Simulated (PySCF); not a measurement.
SMILES c1csc(Cc2cccs2)c1 (C9H8S2), GFN2-xTB optimised geometry.

```
19

C     -0.21    -1.68     0.00
C      1.14    -1.68     0.00
S      1.79    -0.09     0.00
C      0.19     0.59    -0.01
C      0.00     2.08     0.05
C      0.01     2.52     1.48
C      1.08     2.90     2.23
C      0.74     3.19     3.57
C     -0.58     3.02     3.82
S     -1.44     2.50     2.43
C     -0.76    -0.38     0.00
H     -0.81    -2.58     0.00
H      1.81    -2.52     0.00
H      0.81     2.58    -0.49
H     -0.95     2.33    -0.41
H      2.08     2.98     1.84
H      1.45     3.52     4.31
H     -1.12     3.17     4.74
H     -1.81    -0.17     0.00
```

Density from PBE/def2-SVP (PySCF 2.14.0) at that geometry.

Minimum of the electron density along straight lines between bonded atoms, close to the bond critical point (lines longer than 1.1 times the sum of covalent radii, or with two minima, are not listed):

```csv
bond,length / Å,ρ at the minimum / e bohr⁻³,∇²ρ there / e bohr⁻⁵,position (fraction from the first atom)
C1–C2,1.355,0.321,-0.79,0.49
C2–S3,1.720,0.213,-0.44,0.47
S3–C4,1.733,0.209,-0.41,0.54
C4–C5,1.496,0.252,-0.56,0.51
C5–C6,1.496,0.252,-0.56,0.49
C6–C7,1.359,0.320,-0.78,0.51
C7–C8,1.414,0.292,-0.69,0.50
C8–C9,1.355,0.321,-0.79,0.49
C6–S10,1.733,0.209,-0.41,0.47
C9–S10,1.720,0.213,-0.44,0.47
C1–C11,1.414,0.292,-0.69,0.50
C4–C11,1.359,0.320,-0.78,0.51
C1–H12,1.075,0.281,-1.06,0.63
C2–H13,1.072,0.283,-1.08,0.64
C5–H14,1.092,0.274,-0.99,0.63
C5–H15,1.092,0.274,-0.99,0.63
C7–H16,1.076,0.280,-1.05,0.63
C8–H17,1.075,0.281,-1.06,0.63
C9–H18,1.072,0.283,-1.08,0.64
C11–H19,1.076,0.281,-1.05,0.63
```
